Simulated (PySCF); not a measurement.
# Orbital energies and ionisation energy

3,3-dimethylpentan-1-ol, C7H16O.
Cartesian coordinates in Å at the PBE0-D3(BJ)/def2-SVP level; atoms count from 1:
```xyz
24
C7H16O angstrom
C     -1.0141    1.9425    1.0316
C     -1.2812    1.0292   -0.1548
C     -0.9167   -0.4585    0.0274
C     -1.2090   -1.1869   -1.2882
C     -1.7816   -1.0826    1.1260
C      0.5597   -0.6371    0.4240
C      1.6033   -0.0419   -0.5077
O      2.9095   -0.2283   -0.0269
H     -1.3357    2.9711    0.8093
H     -1.5578    1.6195    1.9325
H      0.0557    1.9853    1.2884
H     -0.7477    1.4191   -1.0388
H     -2.3522    1.0790   -0.4190
H     -0.6673   -0.7414   -2.1364
H     -2.2837   -1.1415   -1.5257
H     -0.9257   -2.2499   -1.2261
H     -2.8535   -0.9507    0.9074
H     -1.5787   -0.6354    2.1108
H     -1.5869   -2.1636    1.2094
H      0.7312   -0.2131    1.4274
H      0.7581   -1.7217    0.5208
H      1.4870   -0.4503   -1.5313
H      1.4651    1.0475   -0.5908
H      3.0518   -1.1749    0.0762
```

Level: wB97X-D/def2-SVPD (PySCF). Frontier orbitals with their largest atomic shares (Löwdin; up to four atoms above 4 %):

```
orbital  ε (eV)                          main atoms
 HOMO−3  -10.95  C3 18 %, C4 16 %, C5 11 %, C2 11 %
 HOMO−2  -10.78   C6 17 %, C3 14 %, O8 13 %, C7 8 %
 HOMO−1  -10.66    C2 21 %, C3 19 %, C6 8 %, C1 7 %
   HOMO   -9.70                                   ?
   LUMO    2.16    O8 10 %, C4 9 %, C7 8 %, H21 7 %
 LUMO+1    2.57   O8 25 %, H24 14 %, C1 6 %, C2 5 %
 LUMO+2    2.83  C1 16 %, C4 12 %, H11 8 %, H10 7 %
```

Q: What vertical ionisation energy does ΔSCF give, and how far is −ε(HOMO) from it?

A: ΔSCF: 10.05 eV (970 kJ/mol; threshold wavelength 123 nm); ⟨S²⟩ of the doublet left behind is 0.755, against 0.75 for a pure doublet. −ε(HOMO) is 9.70 eV, 0.35 eV below it. For the exact functional −ε(HOMO) would equal the first vertical ionisation energy; wB97X-D (range-separated hybrid) falls short of its own ΔSCF value by 3 %. Holes in the HOMO−1 and HOMO−2 were tried too where these lie within 1.2 eV of the HOMO; the lowest converged state counts.

Q: On which atoms does the HOMO lie?

A: O8 (alcohol oxygen) 53 %, C7 (carbinol carbon (C–OH)) 14 %, C6 (chain CH2 carbon) 10 %, H22 (methylene hydrogen) 6 %. The HOMO−1 lies 0.96 eV lower.

Q: What kinetic energy would electrons from this vertical process carry with He II light (40.814 eV)?

A: 40.81 − 10.05 = 30.76 eV.

Q: Shift the occupied levels rigidly so that −ε(HOMO) equals the ΔSCF value. What binding energies result?

A: The shift is +0.35 eV: HOMO 10.05, HOMO−1 11.01, HOMO−2 11.13, HOMO−3 11.30 eV. A rigid shift is only a rough guide to the deeper ionisations.

Q: With α = 90.8 au, estimate the like-pair dispersion coefficient by London's formula C6 = (3/4)α²I.

A: I = 0.3694 Eh, so C6 ≈ 2280 au, a rough estimate.

Q: What total energies stand behind the ΔSCF value?

A: E(N) = -351.26177 Eh and E(N − 1) = -350.89232 Eh at the same geometry, 0.36945 Eh apart.

Geometry: PBE0-D3(BJ)/def2-SVP, one conformer, isolated molecule.

These values come from a run that also computed excited states and ΔSCF ions. The run took 9.7 min on one thread, Arm Neoverse V1 (shared host).

wB97X-D is run here without its empirical dispersion term; that term would change no orbital, density or response property at a fixed geometry.
